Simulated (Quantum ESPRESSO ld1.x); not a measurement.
All-electron atom: La LIV in [He] 2s2 (the NIST ground configuration).

Method: Dirac Kohn-Sham, PBEsol, spin-unpolarised, spherical densities, point nucleus; speed of light set to 411.108 atomic units (3 times the physical value, a model run); computed with ld1.x of Quantum ESPRESSO 7.5.

Energy parts (eV):
| part | energy |
|---|---|
| total | -108582 |
| kinetic | 109678 |
| electron-nucleus | -220730 |
| Hartree | 3674 |
| exchange-correlation | -1204 |

Orbitals (lengths in bohr, moments of r in powers of bohr; r(max) is where P^2 peaks):
orbital	occ.	eigenvalue (eV)	<r^2>	<r>	r(max)	<r^4>	small-component weight
1s1/2	2	-42442.3	0.0009303	0.02637	0.017	2.184e-06	4.76e-03
2s1/2	2	-10187.0	0.01347	0.1074	0.093	0.0002984	1.14e-03
2p1/2	0	-10057.8	0.009795	0.09020	0.072	0.0001807	1.13e-03
2p3/2	0	-10009.6	0.009908	0.09078	0.072	0.0001844	1.12e-03
3s1/2	0	-4432.35	0.06814	0.2449	0.236	0.006668	4.92e-04

The highest occupied level is 2s1/2 at -10187.0 eV. The density falls to 0.001 e/bohr^3 at r = 0.38 bohr.
